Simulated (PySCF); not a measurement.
Spectrum to structure. Method: TDDFT CAM-B3LYP/def2-SVPD, vertical, gas phase, core orbitals frozen in the response (PySCF). Geometries: PBE0-D3(BJ)/def2-SVP, one conformer each.

```
state  λ (nm)       f
   S1   235.3   0.017
   S2   206.9   0.070
   S3   193.8   0.087
   S4   192.2  0.0094
   S5   185.5   0.021
   S6   176.5   0.493
   S7   174.8   0.437
   S8   172.4   0.117
   S9   168.0  0.0057
  S10   166.8   0.028
```

Orbital energies (eV): HOMO-3 -11.29, HOMO-2 -8.96, HOMO-1 -8.92, HOMO -8.17, LUMO 0.38, LUMO+1 0.69, LUMO+2 1.34.

Question: Which candidate is it? All have the formula C7H8FN.
A. `CNC1=CC=C(F)C=C1`
B. `NCc1ccc(F)cc1`
C. `Cc1cc(F)ccc1N`

Answer: B. Its S1, at 5.27 eV, is the highest among the candidates; the nearest of the others has S1 at 4.75 eV. S1 is HOMO→LUMO (67%), HOMO-2→LUMO+1 (24%). Löwdin shares by element: HOMO carbon 38% or more, nitrogen 26% (atoms not listed hold the other 36%); LUMO carbon 71% or more (atoms not listed hold the other 29%). At the same level the other candidates give, for their lowest levels:
- `Cc1cc(F)ccc1N`: 261 nm (f 0.065); 225 nm (f 0.013); 218 nm (f 0.082); 198 nm (f 0.003); 193 nm (f 0.002); HOMO -7.10, LUMO 0.74 eV
- `CNc1ccc(F)cc1`: 272 nm (f 0.055); 231 nm (f 0.001); 223 nm (f 0.187); 206 nm (f 0.011); 196 nm (f 0.001); HOMO -6.91, LUMO 0.67 eV

Shape of the structure used: `[NH2:1][CH2:2][c:3]1[cH:4][cH:5][c:6]([F:7])[cH:8][cH:9]1`: N1–C2–C3–C4 89°, H–N1–C2–C3 58°, H–N1–C2–C3 -58°.
